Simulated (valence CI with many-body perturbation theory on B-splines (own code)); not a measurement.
# E1 line list for Eu XLIX

Method: valence CI with perturbative core correlation (CI+MBPT): five valence electrons over a frozen Dirac-Fock core [Ne], a basis of 11 s, 11 p, 10 d, 8 f, 5 g, 2 h functions for each j, with the one-electron correlation potential Σ1 (screened to all orders), the two-electron term Σ2, the three-electron term Σ3, Breit, model QED; selected single and double excitations, second order for the rest, scaled by the run's own slope (own B-spline code, finite nucleus).

No measured spectrum was set against this ion. As an estimate, large intervals hold to a few tenths of a per cent, small ones and those within an open d or f shell to about a per cent. Among the levels kept, up to 3300 cm⁻¹ of a level comes from second order outside the variational space, and about a tenth of that is noise between levels of different J, which matters for small intervals.

Lines 101 to 150 of 582 in falling wavelength, among levels below 821.56 eV, chosen from the strongest by gf and those to the six lowest levels. Wavelengths and rates use the calculated energies. Electric multipoles are in the length gauge, E1 and E2 with the static RPA response of the core. Weak lines are less certain than strong ones. Lines between different terms over intervals too small for the method are left out, as are lines whose strength nearly cancels. The highest levels of a list are the least certain.

Levels are named by their leading jj configuration (3d3/2^4 stands for four electrons in 3d with j = 3/2), which in mixed levels can hold well under half, so a name can repeat and another be missing. Letters in brackets count levels of one name in rising energy.

| λ vac (nm) | Upper | Lower | A (s⁻¹) | S (a.u.) |
| --- | --- | --- | --- | --- |
| 5.713 | (3s 3p1/2^2 3d5/2^2) J=9/2 | (3s 3p1/2^2 3p3/2 3d5/2) J=7/2 [b] | 2.40e+10 | 2.21e-02 |
| 5.691 | (3s^2 3p1/2 3d5/2^2) J=7/2 | (3s^2 3p1/2 3p3/2 3d5/2) J=5/2 [b] | 1.06e+11 | 7.68e-02 |
| 5.670 | (3s^2 3p1/2 3p3/2 3d3/2) J=5/2 [b] | (3s^2 3p1/2 3p3/2^2) J=3/2 | 3.64e+09 | 1.97e-03 |
| 5.654 | (3s 3p1/2^2 3d5/2^2) J=7/2 | (3s 3p1/2^2 3p3/2 3d5/2) J=5/2 [b] | 1.14e+11 | 8.11e-02 |
| 5.632 | (3s^2 3p1/2 3d5/2^2) J=3/2 | (3s^2 3p1/2 3p3/2 3d5/2) J=1/2 | 4.60e+10 | 1.62e-02 |
| 5.623 | (3s^2 3p1/2 3p3/2 3d5/2) J=3/2 [a] | (3s^2 3p1/2 3p3/2^2) J=5/2 | 5.99e+09 | 2.10e-03 |
| 5.619 | (3s^2 3p1/2 3d5/2^2) J=9/2 | (3s^2 3p1/2 3p3/2 3d5/2) J=7/2 [b] | 1.05e+11 | 9.16e-02 |
| 5.579 | (3s^2 3p1/2 3d5/2^2) J=5/2 | (3s^2 3p1/2 3p3/2 3d5/2) J=3/2 [b] | 5.18e+10 | 2.67e-02 |
| 5.554 | (3s 3p1/2^2 3d5/2^2) J=3/2 | (3s 3p1/2^2 3p3/2 3d5/2) J=3/2 [b] | 3.90e+10 | 1.32e-02 |
| 5.526 | (3s^2 3p3/2 3d3/2 3d5/2) J=7/2 [a] | (3s^2 3p3/2^2 3d3/2) J=7/2 | 1.59e+10 | 1.06e-02 |
| 5.523 | (3s^2 3p1/2 3p3/2 3d5/2) J=5/2 [a] | (3s^2 3p1/2 3p3/2^2) J=5/2 | 3.42e+10 | 1.70e-02 |
| 5.491 | (3s^2 3p1/2 3p3/2 3d3/2) J=1/2 [b] | (3s^2 3p1/2 3p3/2^2) J=3/2 | 3.69e+09 | 6.02e-04 |
| 5.478 | (3s^2 3p1/2 3d3/2 3d5/2) J=7/2 [a] | (3s^2 3p1/2 3p3/2 3d3/2) J=7/2 | 1.97e+10 | 1.28e-02 |
| 5.465 | (3s 3p1/2^2 3d3/2 3d5/2) J=7/2 [b] | (3s 3p1/2^2 3p3/2 3d3/2) J=5/2 [b] | 7.44e+10 | 4.79e-02 |
| 5.446 | (3s 3p1/2^2 3d3/2 3d5/2) J=1/2 | (3s 3p1/2^2 3p3/2 3d3/2) J=1/2 [b] | 6.65e+10 | 1.06e-02 |
| 5.439 | (3s^2 3p3/2 3d3/2 3d5/2) J=5/2 [a] | (3s^2 3p3/2^2 3d3/2) J=3/2 [a] | 3.44e+10 | 1.64e-02 |
| 5.412 | (3s^2 3p1/2 3d5/2^2) J=5/2 | (3s^2 3p1/2 3p3/2 3d5/2) J=7/2 [b] | 2.87e+10 | 1.35e-02 |
| 5.402 | (3s 3p1/2^2 3d5/2^2) J=3/2 | (3s 3p1/2^2 3p3/2 3d5/2) J=1/2 | 6.03e+10 | 1.88e-02 |
| 5.391 | (3s^2 3p3/2 3d3/2 3d5/2) J=5/2 [a] | (3s^2 3p3/2^2 3d3/2) J=5/2 | 1.80e+10 | 8.33e-03 |
| 5.390 | (3s 3p1/2^2 3d5/2^2) J=7/2 | (3s 3p1/2^2 3p3/2 3d5/2) J=7/2 [b] | 3.64e+10 | 2.25e-02 |
| 5.386 | (3s 3p1/2 3p3/2^2 3d5/2) J=5/2 [a] | (3s 3p1/2 3p3/2^3) J=3/2 [a] | 2.35e+10 | 1.09e-02 |
| 5.382 | (3s^2 3p1/2 3p3/2 3d5/2) J=3/2 [a] | (3s^2 3p1/2 3p3/2^2) J=3/2 | 4.82e+10 | 1.48e-02 |
| 5.380 | (3s^2 3p3/2 3d3/2 3d5/2) J=7/2 [b] | (3s^2 3p3/2^2 3d3/2) J=7/2 | 3.96e+10 | 2.44e-02 |
| 5.376 | (3s^2 3p1/2 3d3/2 3d5/2) J=5/2 [b] | (3s^2 3p1/2 3p3/2 3d3/2) J=3/2 [b] | 6.85e+10 | 3.15e-02 |
| 5.372 | (3s 3p1/2^2 3d5/2^2) J=9/2 | (3s 3p1/2^2 3p3/2 3d5/2) J=7/2 [a] | 1.06e+11 | 8.10e-02 |
| 5.358 | (3s^2 3p3/2 3d5/2^2) J=5/2 [a] | (3s^2 3p3/2^2 3d3/2) J=3/2 [b] | 2.72e+10 | 1.24e-02 |
| 5.332 | (3s^2 3p3/2 3d5/2^2) J=7/2 [b] | (3s^2 3p3/2^2 3d5/2) J=5/2 [b] | 2.89e+11 | 1.73e-01 |
| 5.328 | (3s^2 3p1/2 3d3/2 3d5/2) J=7/2 [b] | (3s^2 3p1/2 3p3/2 3d5/2) J=7/2 [a] | 1.31e+10 | 7.85e-03 |
| 5.322 | (3s^2 3p3/2 3d5/2^2) J=5/2 [b] | (3s^2 3p3/2^2 3d5/2) J=5/2 [b] | 3.43e+10 | 1.53e-02 |
| 5.322 | (3s 3p1/2^2 3p3/2 3d5/2) J=5/2 [a] | (3s 3p1/2^2 3p3/2^2) J=5/2 | 6.38e+10 | 2.85e-02 |
| 5.319 | (3s^2 3p1/2^2 3d5/2) J=5/2 | (3s^2 3p1/2^2 3p3/2) J=3/2 | 8.59e+10 | 3.83e-02 |
| 5.312 | (3s 3p1/2^2 3d3/2 3d5/2) J=5/2 [b] | (3s 3p1/2^2 3p3/2 3d3/2) J=3/2 [b] | 5.16e+10 | 2.29e-02 |
| 5.304 | (3s^2 3p3/2 3d5/2^2) J=5/2 [a] | (3s^2 3p3/2^2 3d5/2) J=7/2 | 2.25e+10 | 9.93e-03 |
| 5.290 | (3s^2 3p1/2 3p3/2 3d5/2) J=5/2 [a] | (3s^2 3p1/2 3p3/2^2) J=3/2 | 1.46e+10 | 6.41e-03 |
| 5.256 | (3s^2 3p1/2 3d5/2^2) J=1/2 | (3s^2 3p1/2 3p3/2 3d5/2) J=3/2 [b] | 5.80e+10 | 8.31e-03 |
| 5.248 | (3s 3p1/2^2 3p3/2 3d5/2) J=1/2 | (3s 3p1/2^2 3p3/2^2) J=1/2 | 1.45e+11 | 2.07e-02 |
| 5.248 | (3s^2 3p1/2 3d3/2 3d5/2) J=7/2 [a] | (3s^2 3p1/2 3p3/2 3d3/2) J=5/2 [a] | 8.52e+10 | 4.86e-02 |
| 5.242 | (3s^2 3p3/2 3d5/2^2) J=11/2 | (3s^2 3p3/2^2 3d5/2) J=9/2 | 1.35e+11 | 1.15e-01 |
| 5.236 | (3s 3p1/2^2 3d3/2 3d5/2) J=3/2 [b] | (3s 3p1/2^2 3p3/2 3d3/2) J=3/2 [b] | 4.77e+10 | 1.35e-02 |
| 5.232 | (3s^2 3p1/2 3d3/2 3d5/2) J=5/2 [a] | (3s^2 3p1/2 3p3/2 3d3/2) J=3/2 [a] | 6.04e+10 | 2.56e-02 |
| 5.226 | (3s^2 3p1/2 3d3/2 3d5/2) J=7/2 [b] | (3s^2 3p1/2 3p3/2 3d3/2) J=5/2 [b] | 9.86e+10 | 5.55e-02 |
| 5.219 | (3s 3p1/2 3p3/2^2 3d5/2) J=3/2 [b] | (3s 3p1/2 3p3/2^3) J=5/2 | 4.26e+10 | 1.20e-02 |
| 5.219 | (3s^2 3p1/2 3d3/2 3d5/2) J=3/2 [b] | (3s^2 3p1/2 3p3/2 3d3/2) J=1/2 [b] | 6.36e+10 | 1.78e-02 |
| 5.217 | (3s^2 3p3/2 3d5/2^2) J=5/2 [b] | (3s^2 3p3/2^2 3d5/2) J=3/2 | 1.13e+11 | 4.76e-02 |
| 5.216 | (3s 3p1/2 3p3/2^2 3d5/2) J=1/2 [c] | (3s 3p1/2 3p3/2^3) J=3/2 [b] | 8.49e+10 | 1.19e-02 |
| 5.213 | (3s 3p1/2^2 3d3/2 3d5/2) J=7/2 [a] | (3s 3p1/2^2 3p3/2 3d3/2) J=5/2 [a] | 8.30e+10 | 4.64e-02 |
| 5.210 | (3s^2 3p1/2 3d3/2 3d5/2) J=9/2 | (3s^2 3p1/2 3p3/2 3d3/2) J=7/2 | 1.14e+11 | 7.97e-02 |
| 5.205 | (3s^2 3p1/2 3p3/2 3d5/2) J=3/2 [b] | (3s^2 3p1/2 3p3/2^2) J=1/2 | 1.18e+11 | 3.28e-02 |
| 5.196 | (3s 3p1/2^2 3d5/2^2) J=1/2 | (3s 3p1/2^2 3p3/2 3d5/2) J=3/2 [b] | 1.17e+11 | 1.62e-02 |
| 5.191 | (3s^2 3p3/2 3d3/2 3d5/2) J=3/2 [b] | (3s^2 3p3/2^2 3d3/2) J=3/2 [b] | 1.37e+11 | 3.80e-02 |
